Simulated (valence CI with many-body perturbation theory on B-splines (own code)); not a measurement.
Ir5+: M1 decay

Calculated by relativistic CI+MBPT: four valence electrons over a frozen Dirac-Fock core [Xe] 4f14, radial functions for each j: 9 s, 9 p, 10 d, 8 f, 5 g, 3 h, 1 i, with the one-electron correlation potential Σ1 (screened to all orders), the two-electron term Σ2, the three-electron term Σ3, Breit, model QED; selected single and double excitations, second order for the rest, scaled by the run's own slope (own B-spline code, finite nucleus).

No measured spectrum was set against this ion. As an estimate, terms of the open shell hold to 2 to 4 % of their energy, and close levels can change places; different configurations can be misplaced against each other by 1,000 to 8,000 cm⁻¹. Core correlation moves these levels by up to 15000 cm⁻¹, and in measured spectra 5 to 20 % of such shifts remained as error; rates that hang on mixing are uncertain with them. Only levels of the ground parity were solved; by the run's estimate the other parity begins above the list, which can be wrong where configurations are misplaced.

Lines 1 to 50 of 120 in falling wavelength, among levels below 20.093 eV, chosen from the decays that carry over 1 % of a level's rate. Wavelengths and rates use the calculated energies, so an error of 2000 cm⁻¹ moves a line at 23190 Å by 46 % and its rate by three times that or more. S is in atomic units (e²a₀⁴ for E2 and M2, e²a₀⁶ for E3), for M1 in squared Bohr magnetons. Weak lines are less certain than strong ones. Lines between different terms over intervals too small for the method are left out, as are lines whose strength nearly cancels. Intervals below about 2000 cm⁻¹, as at the head of this list, are uncertain by tens of per cent.

Names give the largest LS component (configuration and term), which can be under half, so a name can repeat, a term be missing and a line seem to break the LS rules; names also repeat where a configuration has a term twice. Letters in brackets count levels of one name in rising energy.

| λ vac (Å) | Upper | Lower | Type | A (s⁻¹) | S (a.u.) |
| --- | --- | --- | --- | --- | --- |
| 49410 | 5d⁴ ⁵D_4 | 5d⁴ ⁵D_3 | M1 | 1.67e-01 | 6.71e+00 |
| 38660 | 5d⁴ ³H_6 | 5d⁴ ³H_5 | M1 | 2.10e-01 | 5.85e+00 |
| 28320 | 5d⁴ ⁵D_3 | 5d⁴ ⁵D_2 | M1 | 1.76e+00 | 1.04e+01 |
| 23190 | 5d⁴ ³G_3 | 5d⁴ ³H_4 | M1 | 5.30e-01 | 1.71e+00 |
| 21230 | 5d⁴ ⁵D_2 | 5d⁴ ⁵D_1 | M1 | 4.91e+00 | 8.70e+00 |
| 17740 | 5d⁴ ⁵D_1 | 5d⁴ ⁵D_0 | M1 | 7.07e+00 | 4.39e+00 |
| 17430 | 5d⁴ ¹D_2 [a] | 5d⁴ ³F_3 [a] | M1 | 1.02e+00 | 9.98e-01 |
| 17080 | 5d⁴ ³H_5 | 5d⁴ ³H_4 | M1 | 3.46e+00 | 7.04e+00 |
| 16270 | 5d⁴ ³P_2 [a] | 5d⁴ ³P_1 [a] | M1 | 2.60e+00 | 2.07e+00 |
| 15800 | 5d⁴ ³P_2 [b] | 5d⁴ ³D_1 | M1 | 1.89e+00 | 1.38e+00 |
| 15720 | 5d⁴ ³P_2 [c] | 5d⁴ ³P_2 [b] | M1 | 1.85e+00 | 1.33e+00 |
| 13890 | 5d⁴ ³G_4 | 5d⁴ ³G_3 | M1 | 6.05e+00 | 5.41e+00 |
| 13690 | 5d⁴ ³P_2 [a] | 5d⁴ ³F_2 [a] | M1 | 1.57e+00 | 7.46e-01 |
| 13400 | 5d⁴ ¹D_2 [a] | 5d⁴ ³P_2 [a] | M1 | 1.63e+00 | 7.26e-01 |
| 13230 | 5d⁴ ¹G_4 [a] | 5d⁴ ³G_5 | M1 | 1.60e+00 | 1.24e+00 |
| 12920 | 5d⁴ ³P_1 [a] | 5d⁴ ³P_0 [a] | M1 | 7.83e+00 | 1.88e+00 |
| 12450 | 5d⁴ ³H_4 | 5d⁴ ⁵D_4 | M1 | 1.10e+01 | 7.09e+00 |
| 12230 | 5d⁴ ³P_2 [a] | 5d⁴ ³G_3 | M1 | 1.72e-01 | 5.82e-02 |
| 12060 | 5d⁴ ³F_4 [a] | 5d⁴ ³H_5 | M1 | 3.39e+00 | 1.98e+00 |
| 11520 | 5d⁴ ³P_2 [b] | 5d⁴ ¹D_2 [a] | M1 | 1.66e+00 | 4.71e-01 |
| 11290 | 5d⁴ ³G_5 | 5d⁴ ³G_4 | M1 | 1.21e+01 | 7.09e+00 |
| 11070 | 5d⁴ ³F_3 [a] | 5d⁴ ³F_2 [a] | M1 | 1.83e+00 | 6.44e-01 |
| 10190 | 5d⁴ ³D_1 | 5d⁴ ³P_2 [a] | M1 | 8.14e+00 | 9.57e-01 |
| 9945 | 5d⁴ ³H_4 | 5d⁴ ⁵D_3 | M1 | 3.62e+00 | 1.19e+00 |
| 9794 | 5d⁴ ¹G_4 [a] | 5d⁴ ³F_3 [b] | M1 | 2.15e+00 | 6.74e-01 |
| 9158 | 5d⁴ ³P_2 [b] | 5d⁴ ³F_3 [b] | M1 | 5.63e+00 | 8.02e-01 |
| 8731 | 5d⁴ ¹F_3 | 5d⁴ ¹D_2 [a] | M1 | 1.77e+00 | 3.05e-01 |
| 8686 | 5d⁴ ³G_4 | 5d⁴ ³H_4 | M1 | 1.16e+01 | 2.54e+00 |
| 8464 | 5d⁴ ³F_4 [b] | 5d⁴ ¹G_4 [a] | M1 | 3.15e+00 | 6.37e-01 |
| 8384 | 5d⁴ ³G_5 | 5d⁴ ³H_6 | M1 | 7.58e+00 | 1.82e+00 |
| 8102 | 5d⁴ ³G_3 | 5d⁴ ⁵D_4 | M1 | 1.38e+00 | 1.90e-01 |
| 7979 | 5d⁴ ³F_3 [b] | 5d⁴ ³F_2 [a] | M1 | 2.39e+01 | 3.14e+00 |
| 7460 | 5d⁴ ³F_3 [b] | 5d⁴ ³G_3 | M1 | 2.56e+01 | 2.76e+00 |
| 7348 | 5d⁴ ¹D_2 [a] | 5d⁴ ³P_1 [a] | M1 | 5.45e+00 | 4.01e-01 |
| 7306 | 5d⁴ ¹F_3 | 5d⁴ ³F_3 [b] | M1 | 1.25e+01 | 1.27e+00 |
| 7293 | 5d⁴ ¹G_4 [a] | 5d⁴ ³F_3 [a] | M1 | 8.39e+00 | 1.09e+00 |
| 7257 | 5d⁴ ¹G_4 [a] | 5d⁴ ³F_4 [a] | M1 | 1.74e+01 | 2.22e+00 |
| 7208 | 5d⁴ ¹I_6 | 5d⁴ ³H_6 | M1 | 1.75e+01 | 3.16e+00 |
| 7202 | 5d⁴ ³H_5 | 5d⁴ ⁵D_4 | M1 | 6.21e+00 | 9.46e-01 |
| 7069 | 5d⁴ ³F_4 [a] | 5d⁴ ³H_4 | M1 | 3.28e+01 | 3.87e+00 |
| 6961 | 5d⁴ ³G_3 | 5d⁴ ⁵D_3 | M1 | 1.89e+01 | 1.65e+00 |
| 6934 | 5d⁴ ³P_2 [b] | 5d⁴ ³F_3 [a] | M1 | 1.31e+01 | 8.10e-01 |
| 6890 | 5d⁴ ³G_5 | 5d⁴ ³H_5 | M1 | 1.25e+01 | 1.67e+00 |
| 6771 | 5d⁴ ¹D_2 [a] | 5d⁴ ³F_2 [a] | M1 | 1.02e+01 | 5.87e-01 |
| 6647 | 5d⁴ ³P_2 [c] | 5d⁴ ¹D_2 [a] | M1 | 1.62e+01 | 8.84e-01 |
| 6394 | 5d⁴ ¹D_2 [a] | 5d⁴ ³G_3 | M1 | 2.32e+00 | 1.13e-01 |
| 6264 | 5d⁴ ³D_1 | 5d⁴ ³P_1 [a] | M1 | 2.49e+01 | 6.82e-01 |
| 6194 | 5d⁴ ³P_2 [b] | 5d⁴ ³P_2 [a] | M1 | 1.40e+01 | 6.16e-01 |
| 6092 | 5d⁴ ¹G_4 [a] | 5d⁴ ³G_4 | M1 | 1.99e+00 | 1.50e-01 |
| 6075 | 5d⁴ ¹I_6 | 5d⁴ ³H_5 | M1 | 2.26e+01 | 2.44e+00 |
